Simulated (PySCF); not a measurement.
Sn(H)(OMe) (CH4OSn), SMILES C[O][SnH] (connectivity only; charge and spin as stated), neutral, multiplicity 1. Atoms are numbered in the order given.

```xyz
7

Sn    -0.0015     0.6546     0.0000
H     -1.7694     0.2473     0.0000
O      0.5678    -1.2693     0.0000
C     -0.2281    -2.4226     0.0000
H     -0.0074    -3.0426     0.8900
H     -0.0074    -3.0426    -0.8900
H     -1.3141    -2.2015     0.0000
```
Charge 0, spin multiplicity 1.

Geometry optimised at B3LYP-D3(BJ)/def2-SVP. The def2 effective core potentials stand for the cores of Sn; spin–orbit coupling is left out.

Calculation: PySCF with M06-2X/def2-TZVPD.

Mulliken values depend strongly on the basis, most of all with diffuse functions as here. ESP charges are fitted to the potential on shells at 1.4 to 2.0 van der Waals radii. Atomic charges (e):

```tsv
atom	ESP fit	Mulliken
Sn1	0.35	0.50
H2	[?]	-0.07
O3	[?]	-0.66
C4	[?]	-0.41
H5	-0.03	0.20
H6	-0.03	0.20
H7	-0.05	0.24
```

Task: Complete the blanks. (The exact figures need the calculation; the answer reports its results.)

Result: 
- H2, ESP fit: -0.12
- O3, ESP fit: -0.46
- C4, ESP fit: 0.35
